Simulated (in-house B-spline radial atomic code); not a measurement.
Ionisation energies along the 46-electron series, configuration [Kr] 4d10, as differences of self-consistent energies. Dirac energy differences include first-order Breit, QED and recoil terms. NIST's values go from ground level to ground level; the uncertainty of those that are theory runs from under 0.1 % in few-electron ions to several per cent in heavy many-electron ones. Computed with a radial B-spline atomic code at the basis-set limit: Dirac-Hartree-Fock, average of the configuration, finite nuclei.

| ion | configuration after | ionisation energy (eV) | IE/(q+1)² (eV) | Breit and QED recoil part (eV) | tabulated value (eV) | tabulated kind | computed minus tabulated (eV) |
| --- | --- | --- | --- | --- | --- | --- | --- |
| Hf26+ | [Kr] 4d9 | 1007.3 | 1.3818 | -0.45064 | 1002 | tabulated theory | 5.3 |
| Ta27+ | [Kr] 4d9 | 1070.2 | 1.365 | -0.49565 | 1064 | tabulated theory | 6.2 |
| W28+ | [Kr] 4d9 | ? | ? | ? | ? | semi-empirical | ? |
| Re29+ | [Kr] 4d9 | 1201.2 | 1.3347 | -0.59354 | 1194 | tabulated theory | 7.2 |
| Os30+ | [Kr] 4d9 | ? | ? | ? | ? | tabulated theory | ? |
| Ir31+ | [Kr] 4d9 | 1339.3 | 1.3079 | -0.70241 | 1331 | tabulated theory | 8.3 |
| Pt32+ | [Kr] 4d9 | 1410.9 | 1.2956 | -0.76114 | 1402 | tabulated theory | 8.9 |
| Au33+ | [Kr] 4d9 | 1484.4 | 1.2841 | -0.82281 | 1475 | tabulated theory | 9.4 |

Task: Fill in the row of W28+.

Result: ionisation energy (eV): 1134.8; IE/(q+1)² (eV): 1.3494; Breit and QED recoil part (eV): -0.54326; tabulated value (eV): 1132.2; computed minus tabulated (eV): 2.6.

Task: Fill in the row of Os30+.

Result: ionisation energy (eV): 1269.3; IE/(q+1)² (eV): 1.3209; Breit and QED recoil part (eV): -0.64656; tabulated value (eV): 1262; computed minus tabulated (eV): 7.3.

Where a p, d or f electron is removed, the computed value is a mean over both j, so it misses the tabulated one by a part of the spin-orbit splitting; averaging over terms and missing correlation add to the gap, relatively most at low charge.
